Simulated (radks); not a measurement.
Values are calculated unless marked as measured or tabulated.
Coulomb parameter of the 3d shell of the chromium ion Cr3+ in the model configuration [Ar] 3d1 4p2, as a second difference U = [E(n + 1) + E(n - 1) - 2 E(n)] / (1)^2 with all orbitals relaxed. "Bare": the charge of the atom changes with n. "Screened": the 4p shell takes up the change at fixed total charge, which measures U(3d,3d) + U(4p,4p) - 2 U(3d,4p). Code: a radial shooting solver on a logarithmic mesh with Libxc functionals. Model: scalar-relativistic Kohn-Sham, BLYP, spin-unpolarised, spherical densities, finite nucleus; Fermi nuclear charge, rms radius 3.6452 fm.

case,configuration,E - E(n) (eV)
start,[Ar] 3d1 4p2,0.000
bare +1,[Ar] 3d2 4p2,-46.018
bare -1,[Ar] 4p2,65.617
screened +1,[Ar] 3d2 4p1,-24.342
screened -1,[Ar] 4p3,30.701

U(bare) = 19.600 eV, U(screened by 4p) = 6.359 eV, against the Slater integral F0(3d,3d) = 25.341 eV with frozen orbitals.
